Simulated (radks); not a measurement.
Results of a calculation; reference values are marked as such.
Spin polarisation of the 3d5 shell in neutral chromium. Start: [Ar] 3d(up 2.5, down 2.5) 4s(up 0.5, down 0.5); electrons of 3d are moved from spin down to spin up, other shells keep equal spins. Level of theory: scalar-relativistic Kohn-Sham, BLYP, spin-polarised, spherical densities, finite nucleus; Fermi nuclear charge, rms radius of each element as measured or else 0.836 A^(1/3) + 0.57 fm (a radial shooting solver on a logarithmic mesh with Libxc functionals).

[
 {"moment (Bohr magnetons)": "0", "E - E(0) (eV)": "0.000", "e(3d up) (eV)": "-2.846", "e(3d down) (eV)": "-2.846", "4s down minus up (eV)": "0.000", "3p down minus up (eV)": "0.000"},
 {"moment (Bohr magnetons)": "1", "E - E(0) (eV)": "-0.179", "e(3d up) (eV)": "-3.176", "e(3d down) (eV)": "-2.462", "4s down minus up (eV)": "0.186", "3p down minus up (eV)": "0.891"},
 {"moment (Bohr magnetons)": "2", "E - E(0) (eV)": "-0.711", "e(3d up) (eV)": "-3.438", "e(3d down) (eV)": "-2.030", "4s down minus up (eV)": "0.369", "3p down minus up (eV)": "1.768"},
 {"moment (Bohr magnetons)": "3", "E - E(0) (eV)": "-1.581", "e(3d up) (eV)": "-3.616", "e(3d down) (eV)": "-1.553", "4s down minus up (eV)": "0.548", "3p down minus up (eV)": "2.614"},
 {"moment (Bohr magnetons)": "4", "E - E(0) (eV)": "-2.762", "e(3d up) (eV)": "-3.676", "e(3d down) (eV)": "-1.027", "4s down minus up (eV)": "0.722", "3p down minus up (eV)": "3.408"},
 {"moment (Bohr magnetons)": "5", "E - E(0) (eV)": "-4.210", "e(3d up) (eV)": "-3.527", "e(3d down) (eV)": "-0.413", "4s down minus up (eV)": "0.891", "3p down minus up (eV)": "4.113"}
]

At moment 5 the spin-polarisation energy is -4.210 eV and the 3d exchange splitting 3.114 eV, that is 0.623 eV per Bohr magneton; E = -I m^2/4 would give I = 0.674 eV.
